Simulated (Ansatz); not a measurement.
System: CBr3Cl, charge 0, singlet. CBr3Cl (SMILES C(Br)(Br)(Br)Cl).
B3LYP-D3(BJ)/def2-TZVP minimum from Ansatz (a first-principles code):
```
C
Cl 1 1.7664
Br 1 1.9582 2 109.63
Br 1 1.9582 2 109.63 3 120.00
Br 1 1.9582 2 109.63 3 -120.00
```

Total energies in hartree (Ansatz). Radicals and triplets start from unrestricted determinants; spin-orbit coupling is neglected. Correlated methods leave the cores frozen (noble-gas shells, and filled d and f shells in the p block). No relativity. Spin-orbit terms, left out, reach several kcal/mol for Br and I, and more for heavier atoms.

```csv
species,HF/def2-TZVPP,CCSD(T)/def2-TZVPP,HF/def2-QZVPP,CCSD(T)/def2-QZVPP,CCSD(T)/def2-SVP,CCSDT(Q)/def2-SVP
1: CBr3Cl (SMILES ClC(Br)(Br)Br),-8214.59017,-8215.53028,-8214.75256,-8215.77716,-8214.13635,-8214.13875
2: Cl (doublet),-459.47685,-459.66464,-459.48954,-459.69535,-459.44599,-459.44629
3: C (triplet),-37.69248,-37.78103,-37.69363,-37.78651,-37.71541,-37.71574
4: Br (doublet),-2572.39810,-2572.55635,-2572.44770,-2572.62201,-2572.19581,-2572.19614
```

Question: Work out the atomisation energy (electronic, to ground-state atoms) in kcal/mol: take Hartree-Fock from def2-QZVPP, extrapolate the CCSD(T) correlation energy as X^-3 (X = 3, 4), and add CCSDT(Q) - CCSD(T) in def2-SVP. 1 hartree = 627.51 kcal/mol.

Answer: 
Species 1: correlation (64·(-1.02460) - 27·(-0.94011))/37 = -1.08625; step -0.00240; E1 = -8214.75256 + (-1.08625) + (-0.00240) = -8215.84121
Species 2: correlation (64·(-0.20581) - 27·(-0.18779))/37 = -0.21896; step -0.00030; E2 = -459.48954 + (-0.21896) + (-0.00030) = -459.70880
Species 3: correlation (64·(-0.09288) - 27·(-0.08855))/37 = -0.09604; step -0.00033; E3 = -37.69363 + (-0.09604) + (-0.00033) = -37.79000
Species 4: correlation (64·(-0.17431) - 27·(-0.15825))/37 = -0.18603; step -0.00033; E4 = -2572.44770 + (-0.18603) + (-0.00033) = -2572.63406
-1·E1 +1·E2 +1·E3 +3·E4 = 0.44023 hartree = 276.2 kcal/mol.
